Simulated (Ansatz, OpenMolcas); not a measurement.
**A ladder of methods for [SiF3]− (SMILES F[Si-](F)F)**

[SiF3]− has 4 atoms, charge -1, and is taken as a singlet. SMILES: `F[Si-](F)F`. The shape is that of a GFN2-xTB optimisation.

```xyz
4

Si   -0.0045    0.0058    0.6851
F     1.4283   -0.0310   -0.2170
F    -0.6873    1.2503   -0.2428
F    -0.7365   -1.2251   -0.2253
```

Quantity: the energy change with the Si1–F4 bond stretched from 1.697 to 2.121 Å, in eV. The values are calculated.

```tsv
level	kind	program	value (eV)	less FCI/STO-3G	CPU time (all runs)
HF/STO-3G (restricted)	Hartree–Fock	OpenMolcas	1.90	+0.52	3 s
PBE/STO-3G (restricted)	GGA	Ansatz	0.91	-0.47	0.9 s
r2SCAN/STO-3G (restricted)	meta-GGA	OpenMolcas	1.05	-0.33	10 s
BHLYP/STO-3G (restricted)	global hybrid	Ansatz	1.51	+0.13	0.95 s
CAM-B3LYP/STO-3G (restricted)	range-separated hybrid	Ansatz	1.34	-0.04	1.1 s
RPA@PBE/STO-3G (restricted)	RPA	Ansatz	1.02	-0.36	1.3 s
MP2/STO-3G (restricted)	perturbation theory	OpenMolcas	1.56	+0.18	2.9 s
CCSDTQ/STO-3G (restricted)	coupled cluster or CI	Ansatz	1.38	0.00	23 s
FCI/STO-3G	exact in the basis	OpenMolcas	1.38	0.00	9.8 min
```

FCI/STO-3G is exact within its basis and frozen core, so for wave-function methods in that basis the difference is their error; functionals converge differently with the basis, so for them it is only a difference. Where it was recorded, the anion's HOMO is positive in HF/STO-3G, r2SCAN/STO-3G, MP2/STO-3G: a fault of the level (basis or self-interaction), which says nothing on whether the real anion is bound. Sets without diffuse functions describe the anion poorly. The first shape isn't each level's own minimum. The values span 0.91 to 1.90 eV. All rows use very small basis sets, so none should be taken for the real molecule's value. CPU times are rough (shared hosts, several kinds of processor and program).
